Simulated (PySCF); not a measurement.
Computed shifts of a molecule Cl2H5NSi2, PBE/pcSseg-1 (PySCF), GIAO, gas phase, atoms alike by connectivity averaged where their shifts nearly agree, in ppm (number of nuclei): ²⁹Si: 30.7 (1), -47.7 (1). ¹⁵N: -3.1 (1). ¹H: 6.60 (1), 5.20 (2), 0.28 (2). References: ²⁹Si against TMS (σ = 335.4 ppm); ³⁵Cl against HCl (σ = 936.5 ppm); ¹⁵N against NH3 (σ = 267.0 ppm); ¹H against TMS (σ = 31.49 ppm), references at their B3LYP-D3(BJ)/def2-TZVP geometries, non-relativistic (without spin–orbit terms, shifts of atoms bonded to Cl or Br come out too high). Geometry: B3LYP-D3(BJ)/def2-SVP. Other conformers were not sampled.

Task: Identify the compound among the candidates.
A) [SiH3]N[SiH](Cl)Cl
B) N[SiH2][SiH](Cl)Cl
C) N[Si]([SiH3])(Cl)Cl
D) Cl[SiH2]N[SiH2]Cl

Result: B, N[SiH2][SiH](Cl)Cl
